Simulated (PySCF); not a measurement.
Vertical excitation energies

Compound: C3H9N2PSi.
SMILES with atom numbers: `[CH3:1]/[N:2]=[CH:3]/[CH:4]=[N:5]/[SiH2:6][PH2:7]` (hydrogens: H8, H9, H10 on C1; H11 on C3; H12 on C4; H13, H14 on Si6; H15, H16 on P7)

Computed with TDDFT CAM-B3LYP/def2-SVPD, vertical, gas phase, core orbitals frozen in the response in PySCF 2.14.0, density-fitted response routines. The structure is a single GFN2-xTB conformer in the gas phase; no vibrational or solvent corrections. Torsions of this conformer, `[CH3:1]/[N:2]=[CH:3]/[CH:4]=[N:5]/[SiH2:6][PH2:7]`: N2–C3–C4–N5 -1°, C4–N5–Si6–P7 -102°, H–P7–Si6–N5 -52°, H–P7–Si6–N5 -145°.

| state | E (eV) | λ (nm) | ν̃ (cm⁻¹) | f | main configurations (H = HOMO, L = LUMO) |
| --- | --- | --- | --- | --- | --- |
| S1 | 3.26 | 380.3 | 26290 | 0.0003 | H-1→L (66%), H→L (29%) |
| S2 | 3.82 | 324.8 | 30790 | 0.0003 | H-2→L (95%) |
| S3 | 5.04 | 246.0 | 40660 | 0.248 | H→L (66%), H-1→L (29%) |
| S4 | 5.85 | 211.8 | 47210 | 0.371 | H-3→L (92%) |
| S5 | 6.29 | 197.2 | 50710 | 0.090 | H→L+1 (67%), H-1→L+1 (12%) |
| S6 | 6.41 | 193.4 | 51700 | 0.017 | H-1→L+1 (70%) |
| S7 | 6.68 | 185.5 | 53900 | 0.032 | H-4→L (81%) |
| S8 | 6.87 | 180.5 | 55410 | 0.025 | H→L+2 (56%), H-1→L+2 (14%) |

Triplets, Tamm–Dancoff:

| state | E (eV) | λ (nm) | main configurations (H = HOMO, L = LUMO) |
| --- | --- | --- | --- |
| T1 | 2.75 | 450.8 | H-1→L (65%), H→L (28%) |
| T2 | 3.13 | 396.3 | H-2→L (90%) |
| T3 | 3.42 | 362.1 | H-3→L (60%), H→L (16%) |

The lowest singlet comes at 380 nm (315 kJ/mol) in the visible; it is dark (f under 0.0005); its leading configuration is HOMO-1→LUMO (66%). The most intense listed level is S4 at 5.85 eV (212 nm, f = 0.371), 2.59 eV above S1. Löwdin shares by element: HOMO phosphorus 44%, nitrogen 20% or more, silicon 12%, carbon 5% or more (atoms not listed hold the other 19%); LUMO nitrogen 42%, carbon 40% or more (atoms not listed hold the other 18%). Of the 8 states listed, 6 reach f = 0.01 and 2 stay under 0.0005. The listed states span 3.61 eV, and the widest gap between neighbours is 1.22 eV (S2 to S3). Weighted by f, the mean energy of these states is 5.72 eV. S1 lies in the visible range (380 to 750 nm), at 380 nm, dark in the vertical dipole picture (f under 0.0005); light of that wavelength is violet, and its complementary colour is yellow-green; a Tamm–Dancoff triplet lies at 451 nm, without intensity as long as spin–orbit coupling is left out. The window holds the lowest 8 singlets.
